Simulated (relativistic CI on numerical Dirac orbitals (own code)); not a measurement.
How the errors of a small relativistic CI change along the 33-electron sequence

Levels calculated with a relativistic CI code on KLI orbitals, against measured ones, in five cumulative steps: (1) Dirac-Coulomb, each configuration alone; (2) with Breit and QED terms; (3) with configuration mixing; (4) with scaled Slater integrals; (5) with a P86 correlation estimate. Each ion has its own short list of configurations; levels above 2,000 cm⁻¹ that pair in every step are counted, and ions without enough such levels are left out. The scale is 0.85 up to charge 4 and 0.9 beyond; P86 is a density functional added for each configuration.

Median relative error (%):

| Ion | Ground | Levels | (1) | (2) | (3) | (4) | (5) |
| --- | --- | --- | --- | --- | --- | --- | --- |
| As I | 4s2 4p3 | 11 | 4.2 | 4.2 | 3.5 | 5.9 | 3.6 |
| Se II | 4s2 4p3 | 9 | 6.0 | 5.8 | 4.3 | 2.1 | 3.7 |
| Br III | 4s2 4p3 | 10 | 1.2 | 1.2 | 4.3 | 2.0 | 4.1 |
| Kr IV | 4s2 4p3 | 44 | 1.0 | 1.0 | 4.2 | 2.0 | 3.9 |
| Rb V | 4s2 4p3 | 15 | 4.1 | 3.8 | 5.0 | 3.0 | 4.2 |
| Sr VI | 4s2 4p3 | 17 | 3.8 | 3.6 | 4.3 | 2.4 | 2.5 |

Mean absolute error (cm⁻¹):

```csv
Ion,(1),(2),(3),(4),(5)
As I,2487,2480,2339,2230,1548
Se II,3747,3700,2255,1394,3632
Br III,2767,2797,5391,2031,6144
Kr IV,4103,4097,8534,4496,7968
Rb V,7183,7054,8058,4904,7132
Sr VI,6855,6677,8142,4850,7528
```

In step (3), fully ab initio, the relative error is 3.5 % for As I and 4.3 % for Sr VI, while the absolute error goes from 2339 to 8142 cm⁻¹. The usual fall of relative errors with the charge does not show here. The sets of levels differ from ion to ion, which blurs the trend. Mixing (step 3) lowers the mean absolute error for 2 of the 6 ions and scaling (step 4) for 6. The P86 step changes the mean absolute error by a factor of 0.7 for the first ion and 1.6 for the last.

Sources of the measured levels: As I, NIST Handbook of Basic Atomic Spectroscopic Data (Sansonetti and Martin, J. Phys. Chem. Ref. Data 34, 1559 (2005)); Se II, NIST Handbook of Basic Atomic Spectroscopic Data (Sansonetti and Martin, J. Phys. Chem. Ref. Data 34, 1559 (2005)); Br III, Moore, Atomic Energy Levels, vol. II, NSRDS-NBS 35 (1971 reprint of NBS Circular 467, 1952); Kr IV, Saloman, J. Phys. Chem. Ref. Data 36, 215 (2007); Rb V, Sansonetti, J. Phys. Chem. Ref. Data 35, 301 (2006); Sr VI, Sansonetti, J. Phys. Chem. Ref. Data 41, 013102 (2012).
